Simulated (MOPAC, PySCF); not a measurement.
C$_{2}$H$_{12}$OSi$_{3}$, SMILES `COC([SiH3])([SiH3])[SiH3]` (C–O–C–Si torsion 64°), neutral singlet in the gas phase. 

Cartesian coordinates (Å):
SMILES: [SiH3]C([SiH3])([SiH3])OC
```xyz
18

C      2.2203    -0.2663     0.1458
O      1.1729     0.6046     0.4564
C     -0.1450     0.1913     0.0790
Si    -0.3759     0.0325    -1.8148
Si    -1.2053     1.6552     0.6899
Si    -0.7304    -1.3916     0.9828
H      3.1488     0.2015     0.5016
H      2.3144    -0.4436    -0.9431
H      2.1136    -1.2505     0.6418
H      0.2963    -1.1811    -2.3750
H     -1.8388    -0.0796    -2.0991
H      0.1802     1.2431    -2.4920
H     -2.6467     1.4079     0.3813
H     -0.7601     2.9052     0.0058
H     -1.0337     1.8059     2.1652
H     -0.0636    -2.6273     0.4658
H     -2.2016    -1.5371     0.7641
H     -0.4454    -1.2700     2.4447
```
Charge 0, spin multiplicity 1.

All levels are single points at this geometry (PBE0-D4/def2-SVP); Pople sets use spherical d functions. Orbital energies aren't observables, and empty levels follow the basis.

PBE0-D4/def2-TZVP in PySCF gives gap (eV) = 7.21.

### Question
Estimate the gap (eV) from each of these levels: B3LYP-D3(BJ)/def2-TZVP in PySCF; B3LYP/3-21G in PySCF; B3LYP/6-31G* in PySCF; B3LYP/LANL2DZ in PySCF; SVWN5/6-31G* in PySCF; HF/6-31G* in PySCF; AM1 in MOPAC; PM6 in MOPAC.

### Answer

| level | gap (eV) |
|---|---|
| B3LYP-D3(BJ)/def2-TZVP in PySCF | 6.82 |
| B3LYP/3-21G in PySCF | 6.97 |
| B3LYP/6-31G* in PySCF | 6.98 |
| B3LYP/LANL2DZ in PySCF | 7.09 |
| SVWN5/6-31G* in PySCF | 4.90 |
| HF/6-31G* in PySCF | 14.07 |
| AM1 in MOPAC | 10.47 |
| PM6 in MOPAC | 8.89 |
